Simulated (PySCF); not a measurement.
H$_{3}$BClN, singlet, geometry from GFN2-xTB, atoms displaced at random by about 0.08 Å a coordinate.

Here is a job for PySCF.
```python
from pyscf import gto, scf, dft

mol = gto.M(
    atom='''
B    -0.86065389   -0.14698159    0.10586876
H    -1.55245657   -0.81432780    0.85545419
Cl    0.87508406   -0.42894182    0.29798149
N    -1.21310282    0.74237836   -0.61748638
H    -2.22582467    1.03762190   -0.95268544
H    -0.66352420    1.34865149   -1.38436062
''',
    basis='cc-pvdz',
    verbose=4,
)

mf = dft.RKS(mol)
mf.xc = 'tpss'
mf.kernel()
g = mf.nuc_grad_method()
grad = g.kernel()
```

**Question.** What total energy does TPSS/cc-pVDZ, gradient in PySCF give?

**Answer.** -541.672937 Ha

**Question.** Estimate the number of basis functions that TPSS/cc-pVDZ, gradient returns for this input.

**Answer.** 61

**Question.** What dipole moment does TPSS/cc-pVDZ, gradient give?

**Answer.** 3.83 D

**Question.** What HOMO-LUMO gap does TPSS/cc-pVDZ, gradient give?

**Answer.** 6.90 eV
